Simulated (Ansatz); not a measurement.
A made-up structure of GaBSiH₂, closed shell:

B1  (-0.413, -1.351, 1.114)
Si2  (0.681, 0.104, 0.944)
Ga3  (-0.653, -0.179, -0.801)
H4  (-1.050, 0.402, -2.191)
H5  (1.581, 1.202, 0.933)
(Å)

It is relaxed with PBE-D4/def2-SVP and then PBE0-D4/def2-TZVP (Ansatz 0.2.0). Atoms count as bonded within 1.22 times the sum of their covalent radii (H–H: 0.88 Å). The end point is not checked to be a true minimum.

(1) Does its bonding change? (Judge from chemistry; the calculation decides.)

## Answers

(1) Computed: No: no bond forms or breaks.

Where it ends: The first stage lowers the energy by 0.96 eV in 7 steps. It ends as GaBSiH₂ ([B]1[SiH][GaH]1):
```
5
angstrom
B -0.3751 -1.0782 0.8176
Si 0.8031 0.2853 0.8999
Ga -0.8173 -0.3014 -0.9013
H -1.3436 0.1260 -2.2960
H 1.8789 1.1464 1.4781
```

Labels in which every atom is bracketed show which atoms are joined, not bond orders.

For scale, one of the runs: PBE0-D4/def2-TZVP relaxation, 128 basis functions, launched by `ansatz run in.yaml --threads 2 --pin off --events-out ev --progress --plain --max-ram 4352MiB`. The run took about 10 s on 2 CPU threads of an Arm Neoverse V2 (shared host).
